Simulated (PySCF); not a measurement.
## ORD: `N#C[C@]1(F)O[C@@H]1C(F)F`, C₄H₂F₃NO

Geometry:
```json
{"atom": "N1", "x (Å)": "-1.393", "y (Å)": "2.444", "z (Å)": "-0.225"}
{"atom": "C2", "x (Å)": "-1.326", "y (Å)": "1.317", "z (Å)": "-0.068"}
{"atom": "C3", "x (Å)": "-1.220", "y (Å)": "-0.107", "z (Å)": "0.135"}
{"atom": "F4", "x (Å)": "-2.298", "y (Å)": "-0.793", "z (Å)": "-0.310"}
{"atom": "O5", "x (Å)": "-0.646", "y (Å)": "-0.585", "z (Å)": "1.288"}
{"atom": "C6", "x (Å)": "0.080", "y (Å)": "-0.808", "z (Å)": "0.110"}
{"atom": "C7", "x (Å)": "1.372", "y (Å)": "-0.035", "z (Å)": "-0.074"}
{"atom": "F8", "x (Å)": "2.425", "y (Å)": "-0.866", "z (Å)": "0.043"}
{"atom": "F9", "x (Å)": "1.427", "y (Å)": "0.482", "z (Å)": "-1.323"}
{"atom": "H10", "x (Å)": "0.099", "y (Å)": "-1.833", "z (Å)": "-0.253"}
{"atom": "H11", "x (Å)": "1.485", "y (Å)": "0.787", "z (Å)": "0.651"}
```

Level of theory: TDDFT B3LYP/aug-cc-pVDZ circular dichroism and optical rotation, one conformer, gas phase (PySCF). Geometry: GFN2-xTB.

The molecule is flexible and this is one conformer; a measurement averages over conformers.

Stereocentres: C3 R, C6 S.

Problem. Give the optical rotatory dispersion at 633, 589.3, 546, 436, 405, 365, 355 nm.

Solution. [α] in deg dm⁻¹ (g/mL)⁻¹:
| λ (nm) | origin-invariant length gauge | modified velocity gauge | length gauge (centre of mass) | isotropic polarisability (au) |
| --- | --- | --- | --- | --- |
| 633 | -62.8 | -62.0 | -63.1 | 56.8 |
| 589.3 | -73.4 | -72.4 | -73.8 | 57.0 |
| 546 | -86.8 | -85.7 | -87.3 | 57.2 |
| 436 | -145.4 | -143.6 | -146.2 | 58.0 |
| 405 | -173.6 | -171.5 | -174.6 | 58.4 |
| 365 | -225.0 | -222.2 | -226.2 | 59.1 |
| 355 | -241.7 | -238.7 | -243.0 | 59.3 |

Problem. And for the mirror image at 589.3 nm?

Solution. +73.4 deg dm⁻¹ (g/mL)⁻¹ (origin-invariant length gauge): the same size and the opposite sign.

Problem. What is the molar rotation [Φ] = [α]·M/100 of the geometry above at 589.3 nm?

Solution. With M = 137.06 g/mol, -100.5 deg cm² dmol⁻¹ (origin-invariant length gauge).

The first excitation lies at 7.08 eV (175 nm) with R = +2.2 × 10⁻⁴⁰ esu² cm² (velocity form).
